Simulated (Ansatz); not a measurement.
Computed with Ansatz on PBE0-D4/def2-TZVP structures; ΔE is electronic, products minus reactants. CCSD(T)/CBS is the MP2 limit (def2-TZVPP, def2-QZVPP) plus CCSD(T) − MP2 in def2-TZVPP, frozen cores. This one scheme is used for every species. DFT in def2-TZVPP. B3LYP here is the variant with VWN-RPA as its local correlation; programs differ in this. For Ge outer-core shells are correlated without core-valence functions, which leaves a few kJ/mol of doubt a bond. Scalar relativity is left out up to krypton. Each species was taken in one conformer, which may not be the lowest.

Consider the cleavage of the Ge–B bond: `C[B]([AlH2])[GeH3]` + `SS` → `S[S][GeH3]` + `C[BH][AlH2]`.

`C[B]([AlH2])[GeH3]`:

```xyz
12

C    -0.181    0.992    1.418
B     0.037   -0.050    0.280
Al    0.286   -2.145    0.470
Ge   -0.005    0.686   -1.664
H     0.208    0.730    2.403
H     0.081    2.027    1.180
H    -1.283    0.987    1.519
H     1.733   -2.813    0.424
H    -0.979   -3.112    0.559
H    -0.863    1.960   -1.819
H    -0.478   -0.328   -2.728
H     1.444    1.067   -2.043
```

`SS`:

```xyz
4

S     0.205   -0.893   -0.654
S    -0.737    0.842   -0.117
H     1.476   -0.515   -0.415
H    -0.944    0.566    1.185
```

`S[S][GeH3]`:

Z-matrix (Å, degrees):
```
Ge
S 1 2.234
H 1 1.534 2 109.0
H 1 1.536 2 108.7 3 120.6
H 1 1.537 2 106.1 3 -120.0
S 2 2.058 1 99.3 3 -57.9
H 6 1.347 2 98.3 1 -89.0
```

`C[BH][AlH2]`:

Cartesian coordinates in Å:
```
C -0.174 -0.743 -1.238
B -0.309 0.472 -0.272
Al 0.511 0.651 1.683
H 0.635 -1.449 -1.045
H -0.191 -0.478 -2.299
H -1.117 -1.294 -1.066
H -1.014 1.369 -0.669
H -0.252 0.092 2.970
H 1.910 1.379 1.936
```

(1) Is it downhill or uphill in electronic energy at CCSD(T)/CBS, and by how much? (Estimate.)

(2) What do these levels give: PBE-D4, PBE0-D4, B3LYP-D4, PBE, r2SCAN, MP2/def2-TZVPP, SCS-MP2/def2-TZVPP, CCSD/def2-TZVPP, CCSD(T)/def2-TZVPP, SCS-MP2/def2-QZVPP, MP2/CBS(def2), CCSD/CBS(def2)? (Estimate.)

Largest T1 diagnostic among the species: 0.012.

Answers

(1) Computed: Downhill: ΔE = -40.9 kJ/mol.

(2) Ansatz gave: PBE-D4 -37.5, PBE0-D4 -40.6, B3LYP-D4 -45.1, PBE -37.9, r2SCAN -41.7, MP2/def2-TZVPP -47.2, SCS-MP2/def2-TZVPP -48.8, CCSD/def2-TZVPP -41.5, CCSD(T)/def2-TZVPP -40.9, SCS-MP2/def2-QZVPP -49.2, MP2/CBS(def2) -47.1, CCSD/CBS(def2) -41.5 kJ/mol.

In def2-TZVPP, CCSD(T) changes the Hartree–Fock value by +17.4 kJ/mol (the triples alone add +0.7 kJ/mol) and MP2 by +11.1 kJ/mol. From PBE to PBE0 (25 % exact exchange), in def2-TZVPP and without D4, ΔE moves by −3.1 kJ/mol.
